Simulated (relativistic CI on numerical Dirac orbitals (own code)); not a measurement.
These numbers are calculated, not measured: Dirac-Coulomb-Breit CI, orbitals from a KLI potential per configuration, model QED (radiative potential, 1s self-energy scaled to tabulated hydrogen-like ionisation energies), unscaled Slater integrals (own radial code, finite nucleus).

Configuration list (outside the closed core [Kr] 4d10): 4f12 5s2 5p2, 4f14 5s2, 4f11 5s2 5p3, 4f13 5s2 5p, 4f12 5s 5p3, 4f14 5s 5p, 4f12 5s2 5p 5d, 4f13 5s 5p2, 4f11 5s 5p4, 4f13 5s2 5d, 4f13 5p3, 4f12 5s2 5p 5f, 4f13 5s2 6s, 4f12 5s2 5p 6s, 4f12 5s2 5p 5g, 4f11 5s2 5p2 6s, 4f13 5p2 5d, 4f12 5s2 5p 6p, 4f13 5s2 5g, 4f13 5p2 6s, 4f10 5s2 5p4, 4f9 5s2 5p5, 4f10 5s 5p5, 4f14 5p2, 4f14 5p 5d, 4f14 5p 5f, 4f12 5p4, 4f11 5p5, 4f12 5s2 5d2, 4f13 5s 5d2, 4f13 5s 5p 5d, 4f14 5s 5d, 4f13 5s 5d 5f, 4f13 5s2 6p, 4f14 5s 6p, 4f12 5s2 6s2, 4f13 5s 6s2. Double excitations out of closed p, d and f shells are left out; levels of such configurations are missing from the list, as are those of other unlisted configurations, and high levels can miss mixing partners. Some configurations lack a partner that the ground configuration has and come out too high, among them 4f11 5s2 5p2 6s.

At this charge transitions that keep the count of f electrons are usually good to a few per cent. Terms inside the open d or f shell come out 10 to 20 % too wide with unscaled integrals. Levels and lines within the n = 5 or 6 shells can be off by up to 10 % or somewhat more, and those that change n by about 2 %, since core polarisation is missing. Levels that differ in their count of f electrons can be misplaced by several ten thousand cm⁻¹, since the correlation energy of f electrons is missing or only estimated; rates across such gaps can be off by orders of magnitude.

Outline of the computed level scheme of Hf XI. Lowest level of each configuration: 4f12 5s2 5p2 3H_6 at 0.0000 eV; 4f11 5s2 5p3 7I_9 at 4.7869 eV; 4f13 5s2 5p 3D_3 at 7.6537 eV.

LS names give the leading component of a level, which can be under half, so a name can repeat, a term be missing and a line seem to break the LS rules.
